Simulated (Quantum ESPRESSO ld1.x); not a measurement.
Task: Species: the dysprosium ion Dy3+. Configuration: [Xe] 4f7 6s2 (not the ground configuration). Calculated with ld1.x of Quantum ESPRESSO 7.5: scalar-relativistic Kohn-Sham, LDA (Slater exchange, Perdew-Zunger correlation), spin-polarised, spherical densities, point nucleus; open shells are filled with parallel spins first. Some entries of the table are withheld. Estimate them.

orbital,occ.,eigenvalue (eV),<r^2> (bohr^2)
1s down,1,-53668.5,0.0006101
1s up,1,-53668.5,0.0006101
2s up,1,-8986.24,0.009533
2s down,1,-8986.09,0.009532
2p up,3,-7982.69,0.007714
2p down,3,-7982.58,0.007713
3s up,1,-2048.42,0.06305
3s down,1,-2045.10,0.06294
3p up,3,-1740.39,0.06332
3p down,3,-1737.09,0.06318
3d up,5,-1343.05,0.05299
3d down,5,-1340.48,0.05283
4s up,1,-453.594,0.3144
4s down,1,-446.829,0.3148
4p up,3,-351.526,0.3541
4p down,3,-344.893,0.3550
4d up,5,-212.412,0.4180
4d down,5,-205.978,0.4208
5s up,1,-94.4500,(1)
5s down,1,-91.5838,(2)
5p up,3,(3),2.156
5p down,3,(4),2.228
4f up,7,-59.4632,0.6499
4f down,0,-53.5473,0.6919
6s up,1,(5),8.556
6s down,1,(6),8.757

Result: 
(1) 5s up <r^2> (bohr^2): 1.660
(2) 5s down <r^2> (bohr^2): 1.703
(3) 5p up eigenvalue (eV): -67.3661
(4) 5p down eigenvalue (eV): -65.2079
(5) 6s up eigenvalue (eV): -28.2900
(6) 6s down eigenvalue (eV): -27.8769
